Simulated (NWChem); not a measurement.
System: SiH$_{4}$O$_{2}$; SMILES O[SiH2]O

```xyz
7

Si     0.0000     0.0000    -0.4664
O     -1.3854     0.0492     0.4484
O      1.3854    -0.0492     0.4484
H     -0.0668     1.2366    -1.2909
H      0.0668    -1.2366    -1.2909
H     -1.5856    -0.7350     0.9681
H      1.5856     0.7350     0.9681
```
Atoms are numbered in this order, from 1.

Results from NWChem. All runs use the structure optimised with PBE0/def2-SVP. B3LYP is NWChem's, with the RPA form of VWN correlation. Ions are spin-unrestricted doublets at the neutral geometry; other ion states weren't tried.

For level B3LYP/def2-SVP:

* **vertical ionisation energy, ΔSCF (eV)**: 11.13
* **−ε(HOMO) (eV)**: 8.46

Question: How do the values read with level PBE/def2-SVP instead?

Answer: 
| Quantity | Value |
|---|---|
| vertical ionisation energy, ΔSCF (eV) | 10.62 |
| −ε(HOMO) (eV) | 7.07 |
